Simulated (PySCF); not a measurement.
Precursor series Zn F-Br. Gas-phase values, no solvent.

The HOMO–LUMO gap from two functionals at the same geometries (TPSS-D3(BJ)/def2-SVP), both in PySCF: PBE-D3(BJ)/def2-TZVP and TPSSh-D3(BJ)/def2-TZVP. 

```tsv
species	PBE-D3(BJ)/def2-TZVP (eV)	TPSSh-D3(BJ)/def2-TZVP (eV)
0 of 2 F replaced by Br ([Zn(F)2])	5.60	7.05
1 of 2 F replaced by Br ([Zn(F)(Br)])	4.73	5.87
2 of 2 F replaced by Br ([Zn(Br)2])	4.57	5.68
```

Over these rows, drawn at random from the members with no instability flagged (it was tested for open shells, ions and some series alone), PBE minus TPSSh-D3(BJ): mean -1.23 eV, from -1.45 eV to -1.10 eV.
